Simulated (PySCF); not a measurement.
Constitutional and geometric isomers with formula H2ClFSi2. All species are isolated molecules in the gas phase. Strings in code marks are SMILES.

All values below come from TPSSh-D3(BJ)/def2-TZVP // CAM-B3LYP-D3(BJ)/def2-TZVP (PySCF). Excitations are Tamm–Dancoff values on a coarser integration grid. The basis has no diffuse functions, so Rydberg states are missing or too high.

```json
[
 {"species": "`F/[SiH]=[SiH]/Cl`", "S1 excitation (TDA) (eV)": "3.64", "S1 oscillator strength": "0.003", "dipole moment (D)": "0.24", "HOMO (eV)": "?", "S1–T1 gap (TDA) (eV)": "2.36"},
 {"species": "`F/[SiH]=[SiH]\\Cl`", "S1 excitation (TDA) (eV)": "3.70", "S1 oscillator strength": "0.034", "dipole moment (D)": "1.48", "HOMO (eV)": "-5.98", "S1–T1 gap (TDA) (eV)": "2.34"},
 {"species": "`F[Si](=[SiH2])Cl`", "S1 excitation (TDA) (eV)": "4.24", "S1 oscillator strength": "0.364", "dipole moment (D)": "0.43", "HOMO (eV)": "?", "S1–T1 gap (TDA) (eV)": "?"}
]
```

**Question.** Complete the blanks.

**Answer.** 
- `F/[SiH]=[SiH]/Cl`, HOMO (eV): -5.92
- `F[Si](=[SiH2])Cl`, HOMO (eV): -6.18
- `F[Si](=[SiH2])Cl`, S1–T1 gap (TDA) (eV): 2.60
